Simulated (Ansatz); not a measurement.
System: sum formula H$_{5}$SiN$_{2}$O$_{2}$ (charge 0, doublet). It need not be the lowest isomer of its formula. SMILES: N[Si](N)([O])O
Coordinates optimised at B3LYP-D3(BJ)/def2-TZVP (Ansatz, an electronic-structure program):
```xyz
10

N     -0.9223    -1.3467     0.5034
Si     0.0324    -0.0512    -0.0345
N     -0.5945     1.5363     0.2359
O      0.0670    -0.0459    -1.6552
O      1.4458    -0.0205     0.7991
H     -0.8846    -1.7230     1.4354
H     -1.6514    -1.7478    -0.0612
H     -1.5094     1.7870    -0.1073
H      0.0303     2.3294     0.2566
H      2.0763    -0.7247     0.6328
```
Charge 0, spin multiplicity 2.

Property: atomisation energy (electronic, to ground-state atoms), in kcal/mol. Cores are frozen in the correlated levels unless marked. Open shells are spin-unrestricted. Spin-orbit coupling is left out. No relativistic terms. The coupled-cluster limit lacks core correlation, which all-electron functionals hold. Basis-set limits of correlation are two-point, X^-3; Hartree-Fock from the larger set.

```
level                                        program  atomisation energy (kcal/mol)
------------------------------------  --------------  -----------------------------
B3LYP/def2-TZVPD                              Ansatz                          880.0
PBE0/STO-3G                                   Ansatz                          847.9
r2SCANh/def2-TZVPD                            Ansatz                          874.1
B2PLYP-D4/def2-TZVPD                  Ansatz + dftd4                          874.4
CCSD(T)/CBS(cc-pV(T+d)Z,cc-pV(Q+d)Z)          Ansatz                              ?
```

### Question
Some entries are withheld; supply them.

### Answer

- CCSD(T)/CBS(cc-pV(T+d)Z,cc-pV(Q+d)Z), atomisation energy (kcal/mol): 885.3
